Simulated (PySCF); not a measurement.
**Ionisation energy of Fe²¹⁺ by level of theory**

Fe²¹⁺ [He] 2s2 2p1 (2P) → Fe²²⁺ [He] 2s2 (1S), as a difference of total energies. Computed with PySCF 2.14 in an uncontracted even-tempered set (17 s from 4.2 bohr⁻², ratio 2.2; 11 p from 5.5 bohr⁻², ratio 2.2; 6 d from 24 bohr⁻², ratio 2.4; 5 f from 35 bohr⁻², ratio 2.4; 4 g from 53 bohr⁻², ratio 2.4), with no relativity, point nucleus. Correlated levels: nothing frozen; virtual orbitals above 40 to 60 times the deepest correlated orbital energy dropped. The calculations carry no spin-orbit coupling.

| method | ionisation energy (eV) |
| --- | --- |
| UHF | 1784.2 |
| LDA | 1782.3 |
| PBE | 1785.2 |
| PBE0 | 1785.1 |
| r2SCAN | 1786.2 |
| r2SCAN0 | 1785.9 |
| PW91 | 1785.9 |
| MP2 (all electrons) | 1783.6 |
| SCS-MP2 (all electrons) | 1783.3 |

A first-order spin-orbit estimate (lowest level to lowest level, LS coupling) adds 9.444 eV.

These non-relativistic numbers lack the scalar-relativistic shift.

For comparison: 1798.4 ± 0.8 eV (semi-empirical (NIST evaluation); NIST Atomic Spectra Database, ionization energies).
